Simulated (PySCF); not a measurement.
Atoms are numbered as in `[CH2:1]=[N:2][SiH2:3][PH3+:4]`; H(Xn) means a hydrogen on atom n. Ha(C1) is cis to Si3; Hb(C1) is trans to Si3.

Geometry: GFN2-xTB; GIAO shifts from PySCF 2.14.0 with density-fitted response routines, gas phase, non-relativistic, averaged over equivalent atoms.

At BP86/6-31G* (78 basis functions, 9.5 s wall time on 1 thread of an Arm Neoverse V2, shared host):
```json
{"atoms": "C1", "δ (ppm)": "177.1"}
{"atoms": "N2", "δ (ppm)": "299.4"}
{"atoms": "Si3", "δ (ppm)": "12.1"}
{"atoms": "P4", "δ (ppm)": "84.4"}
{"atoms": "Ha(C1)", "δ (ppm)": "9.22"}
{"atoms": "Hb(C1)", "δ (ppm)": "9.13"}
{"atoms": "H(Si3)", "δ (ppm)": "7.00"}
{"atoms": "H(P4)", "δ (ppm)": "4.25"}
```

Shifts are taken against calculated references (same method and geometry level): TMS for ¹³C (192.19 ppm), ²⁹Si (404.19 ppm), ¹H (32.35 ppm); ¹⁵N (258.75 ppm) vs NH3; ³¹P (612.07 ppm) against PH3.

What do these become at PBE0/pcSseg-1?

Answers


| atoms | δ at PBE0/pcSseg-1 | change |
| --- | --- | --- |
| C1 | 198.9 | +21.8 |
| N2 | 353.4 | +54.0 |
| Si3 | -21.6 | -33.7 |
| P4 | -195.9 | -280.3 |
| Ha(C1) | 9.21 | -0.01 |
| Hb(C1) | 9.20 | +0.07 |
| H(Si3) | 6.55 | -0.45 |
| H(P4) | 4.49 | +0.24 |

Shifts are taken against calculated references (same method and geometry level): ¹³C (186.93 ppm) and ²⁹Si (349.16 ppm) and ¹H (31.72 ppm) against TMS; ¹⁵N (267.73 ppm) vs NH3; ³¹P (318.38 ppm) vs H3PO4.

The largest change is at P4 (phosphorus bonded to Si, 3 H). Cost: 117 basis functions, 22 s wall time on 1 thread of an Intel Xeon Platinum 8488C, shared host.

Experimental scales use liquid or dissolved standards, which lie at an offset from isolated NH3 (liquid NH3: subtract about 20 ppm). Unscaled 15N shifts of sp2 nitrogen often come out too high even then, by a few to some tens of ppm.
